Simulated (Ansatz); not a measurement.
`[CH3][SnH]([OH])[SH]` + `CB[SiH2]N` → `[CH3][SnH]([NH2])[OH]` + `CB[SiH2]S`  (redistribution)

Calculated with Ansatz (gas phase, PBE0-D4/def2-TZVP geometries, no zero-point term in ΔE). CBS: MP2 limit from def2 TZ/QZ plus the TZ coupled-cluster correction, frozen cores. DFT in def2-TZVPP. Elements past krypton have def2 core potentials. For Sn outer-core shells are correlated without core-valence functions, which leaves a few kJ/mol of doubt a bond. One conformer a species, not always the lowest.

```tsv
level	ΔE (kJ/mol)
ωB97M-V	49.5
HF/CBS(def2)	59.6
```

Q: What does CCSD(T)/CBS give? (An estimate is asked.)

A: Ansatz gave: +47.1 kJ/mol. The listed levels differ from it by 2.4, 12.5 kJ/mol.

Largest T1 diagnostic among the species: 0.012.

In def2-TZVPP, CCSD(T) changes the Hartree–Fock value by −12.9 kJ/mol (the triples alone add −1.9 kJ/mol) and MP2 by −12.1 kJ/mol.
